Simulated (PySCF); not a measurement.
H₉Si₅ (SMILES [SiH]1[SiH2][SiH2][SiH2][SiH2]1), doublet, at a GFN2-xTB geometry.

PySCF was given this input:
```python
from pyscf import gto, scf, dft

mol = gto.Mole()
mol.atom = '''
    Si    0.224961    1.954402   -0.010280
    Si    1.888001    0.448422    0.557987
    Si    0.945155   -1.673835    0.290882
    Si   -1.274265   -1.421827   -0.366484
    Si   -1.750590    0.861572   -0.519720
    H     0.070454    3.072035    0.939827
    H     2.479854    0.612777    1.894422
    H     3.046273    0.621846   -0.333808
    H     1.707129   -2.457446   -0.687912
    H     1.048605   -2.465150    1.523068
    H    -1.531795   -2.089677   -1.647243
    H    -2.185261   -2.097955    0.565236
    H    -2.181315    1.215421   -1.882157
    H    -2.919612    1.225869    0.295165
'''
mol.basis = 'sto-3g'
mol.charge = 0
mol.spin = 1
mol.verbose = 4
mol.build()

mf = dft.UKS(mol)
mf.xc = 'r2scan'
mf = mf.density_fit(auxbasis='def2-universal-jkfit')
mf.kernel()
```

Q: Predict the total energy from DF-R2SCAN/STO-3G (PySCF).

A: -1435.9974 Eh

Q: What is the computed <S^2> (DF-R2SCAN/STO-3G)?

A: 0.753

Q: Estimate the HOMO energy that DF-R2SCAN/STO-3G returns for this input.

A: -1.95 eV

Q: Estimate the nuclear repulsion energy that DF-R2SCAN/STO-3G returns for this input.

A: 480.4118 Eh

Q: Estimate the Mulliken (on the basis functions themselves) charges in atom order that DF-R2SCAN/STO-3G returns for this input.

A: Si1 0.15, Si2 0.24, Si3 0.24, Si4 0.24, Si5 0.24, H6 -0.13, H7 -0.12, H8 -0.13, H9 -0.12, H10 -0.12, H11 -0.12, H12 -0.12, H13 -0.13, H14 -0.12

These values belong to the state on which the SCF converged, which isn't shown to be the lowest.
